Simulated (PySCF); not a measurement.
C₆H₉N₂ (doublet state).
Z-matrix (Å and degrees, PBE0-D3(BJ)/def2-SVP geometry), rows numbered from 1:
```
C 
C   1  1.5221
C   2  1.5295  1  112.93
C   2  1.4881  1  112.61  3  -126.92
N   4  1.3670  2  123.40  1   -11.82
C   5  1.3143  4  103.77  2  -178.51
C   6  1.4663  5  108.79  4     0.18
N   7  1.3094  6  108.81  5    -0.09
H   1  1.1000  2  110.28  3   -59.05
H   1  1.1009  2  110.64  3    60.53
H   1  1.0980  2  111.44  3   179.85
H   2  1.1107  1  108.35  3   118.13
H   3  1.0982  2  110.94  1  -179.10
H   3  1.1014  2  110.49  1   -59.28
H   3  1.1000  2  110.26  1    60.04
H   6  1.0929  5  123.08  4  -179.94
H   7  1.0930  6  128.03  5   179.75
```

The hyperfine couplings belong to this conformer and change with its torsions.

The species is `CC(C)C1=NC=C[N]1` [radical].

The calculation used UKS B3LYP, IGLO-III on C N, pcH-1 on H, non-relativistic, mean-field spin-orbit, GIAO in PySCF 2.14.0. One conformer (not necessarily the lowest) at the PBE0-D3(BJ)/def2-SVP geometry, without solvent, vibrations or thermal averaging. Stability of the SCF solution: not tested.

(1) The isotropic 13C couplings, averaged over equivalent nuclei, are +48.3, +20.3, -15.4, +11.9 MHz. Assign them to C1/C3; C2; C4; C6/C7.

(2) Match the computed a_iso(1H) values +88.2, -27.8, 0.0 MHz (means over equivalent nuclei) with the sites H9 (×6); H12; H16/H17.

## Answers

(1) 
```json
{"site": "C1/C3", "a_iso (MHz)": "+11.9", "ρ(0) (bohr⁻³)": "+0.0106", "position": "2 bonds from C4", "distance from C4 (Å)": "2.50", "spin population": "+0.01", "largest |T| (MHz)": "2.4"}
{"site": "C2", "a_iso (MHz)": "-15.4", "ρ(0) (bohr⁻³)": "-0.0137", "position": "1 bond from C4", "distance from C4 (Å)": "1.49", "spin population": "-0.04", "largest |T| (MHz)": "2.5"}
{"site": "C4", "a_iso (MHz)": "+48.3", "ρ(0) (bohr⁻³)": "+0.0430", "position": "largest spin population", "distance from C4 (Å)": "0.00", "spin population": "+0.48", "largest |T| (MHz)": "79.0"}
{"site": "C6/C7", "a_iso (MHz)": "+20.3", "ρ(0) (bohr⁻³)": "+0.0180", "position": "a main spin site", "distance from C4 (Å)": "2.11", "spin population": "+0.36", "largest |T| (MHz)": "56.7"}
```

(2) 
| site | a_iso (MHz) | ρ(0) (bohr⁻³) | position | distance from C4 (Å) | bound to | spin population there | largest \|T\| (MHz) |
| --- | --- | --- | --- | --- | --- | --- | --- |
| H9 (×6) | 0.0 | 0.0000 | 3 bonds from C4 | 2.99 | C1/C3 | +0.01 | 3.2 |
| H12 | +88.2 | +0.0197 | 2 bonds from C4 | 2.07 | C2 | -0.04 | 5.4 |
| H16/H17 | -27.8 | -0.0062 | 1 bond from C6 | 3.17 | C6/C7 | +0.36 | 17.3 |

ρ(0) is the spin density at the nucleus and T the dipolar tensor; entries for several nuclei are means. The largest Mulliken spin populations are on C4 (+0.48), C6 (+0.39), C7 (+0.33) and N5 (-0.10). Three atoms exceed +0.15. The positive populations add up to 1.26 and the negative ones to -0.26, together 2S = 1. Main spin sites, with 60 % or more of the largest population: C4, C6, C7; positions count bonds from the nearest.

β density exceeds α density at some nuclei, such as C2 (-0.0137), N5/N8 (-0.0106) and H16/H17 (-0.0062), spin density in bohr⁻³. In a single determinant that takes different orbitals for the two spins, that is spin polarisation.

Class means assume fast exchange of nuclei equivalent by connectivity; if that motion is slow, each nucleus keeps its own coupling. The 13C value of +11.9 MHz is a mean of couplings from 3.3 to 20.4 MHz in this one geometry, not an average over conformers. The 13C value of +20.3 MHz is a mean of couplings from 17.3 to 23.2 MHz in this one geometry, not an average over conformers.

N8, the radical centre as drawn in `CC(C)C1=NC=C[N]1`, holds a spin population of -0.07 out of 1.

On an x86-64 server with one thread, no GPU, shared host, this took 71 s.
